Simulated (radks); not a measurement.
Values are calculated unless marked as measured or tabulated.
Q: Radial electron density D(r) = 4 pi r^2 rho(r) of an atom or ion with 62 electrons. Level of theory: scalar-relativistic Kohn-Sham, r2SCAN, spin-polarised, spherical densities, finite nucleus; meta-GGA in the generalised Kohn-Sham scheme; Fermi nuclear charge, rms radius of each element as measured or else 0.836 A^(1/3) + 0.57 fm (a radial shooting solver on a logarithmic mesh with Libxc functionals).

```
   r/bohr * D(r) (the largest magnitude, 109, reaches the edge; | marks zero)
 0.002885 |         *
 0.003386 |           *
 0.003941 |              *
 0.004625 |                 *
 0.005428 |                    *
  0.00637 |                        *
 0.007475 |                             *
 0.008772 |                                *
  0.01021 |                                    *
  0.01198 |                                       *
  0.01406 |                                        *
   0.0165 |                                         *
  0.01937 |                                        *
  0.02273 |                                      *
  0.02667 |                                    *
  0.03105 |                                    *
  0.03644 |                                     *
  0.04276 |                                         *
  0.05018 |                                              *
  0.05888 |                                                    *
   0.0691 |                                                      *
  0.08044 |                                                    *
   0.0944 |                                               *
   0.1108 |                                          *
     0.13 |                                        *
   0.1526 |                                          *
    0.179 |                                              *
   0.2084 |                                               *
   0.2446 |                                         *
    0.287 |                              *
   0.3368 |                     *
   0.3953 |                  *
   0.4638 |                    *
     0.54 |                      *
   0.6337 |                    *
   0.7436 |               *
   0.8727 |          *
    1.024 |      *
    1.202 |     *
     1.41 |    *
    1.642 |   *
    1.927 | *
    2.261 |*
    2.653 |*
    3.114 *
    3.654 *
    4.254 *
    4.992 *
    5.858 *
    6.874 *
    8.067 *
    9.467 *
    11.02 *
    12.93 *
    15.18 *
```

What is the nuclear charge?

A: Z = 62. The innermost maximum, from 1s, lies near gamma/Z bohr with gamma = sqrt(1 - (Z/c)^2) = 0.892, here 0.0144 bohr (found: 0.0157), and its height grows with Z. The density is that of neutral samarium in [Xe] 4f6 6s1 6p1; the configuration itself is not fixed sharply by these data, and Z only to a few units. D(r) has 4 maxima, at r = 0.0157, 0.0702, 0.197, 0.544 bohr, and minima at 0.0303, 0.129, 0.389 bohr, inside which lie 1.95, 11.14, 29.16 electrons.
